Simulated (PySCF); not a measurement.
C5H6O2, SMILES O1CC=CC(=O)C1.

Geometry: B3LYP-D3(BJ)/def2-SVP. Other conformers were not sampled.

Level of theory: B3LYP-D3(BJ)/def2-SVP (PySCF 2.14.0).

No scaling factor is applied to the harmonic values.

Computed vibrational spectrum:
```csv
mode,ν (cm⁻¹),IR (km/mol),moving atoms (share of kinetic energy)
1,111,3.3,"C 43 %, O 29 %, H 27 %"
2,254,7.2,"O 38 %, H 36 %, C 26 %"
3,311,1.6,"C 58 %, H 35 %"
4,434,19.9,"C 50 %, O 36 %, H 13 %"
5,483,1.1,"O 47 %, C 30 %, H 23 %"
6,503,3.6,"C 53 %, O 38 %, H 9 %"
7,582,3.3,"C 50 %, H 37 %, O 13 %"
8,737,21.5,"H 57 %, C 33 %, O 10 %"
9,755,7.5,"C 57 %, H 23 %, O 19 %"
10,868,12.4,"C 58 %, H 27 %, O 15 %"
11,918,5.5,"C 72 %, H 25 %"
12,990,8.3,"H 54 %, C 45 %"
13,1002,29.0,"C 53 %, H 33 %, O 13 %"
14,1024,1.9,"H 66 %, C 33 %"
15,1056,4.4,"C 53 %, H 42 %"
16,1126,29.8,"H 73 %, C 17 %, O 10 %"
17,1199,43.4,"C 41 %, H 34 %, O 25 %"
18,1227,4.5,"H 70 %, C 27 %"
19,1277,82.0,"H 46 %, C 39 %, O 14 %"
20,1291,3.9,"H 84 %, O 9 %"
21,1347,20.1,"H 66 %, C 31 %"
22,1387,10.0,"H 66 %, C 32 %"
23,1407,11.8,"H 50 %, C 48 %"
24,1441,1.3,H 93 %
25,1456,12.9,"H 89 %, C 10 %"
26,1693,11.3,C 92 %
27,1815,229.0,"C 64 %, O 35 %"
28,2917,46.7,H 93 %
29,2944,42.3,H 93 %
30,3079,15.7,"H 92 %, C 8 %"
31,3129,7.3,"H 91 %, C 9 %"
32,3162,6.1,"H 92 %, C 8 %"
33,3195,3.8,"H 91 %, C 9 %"
```
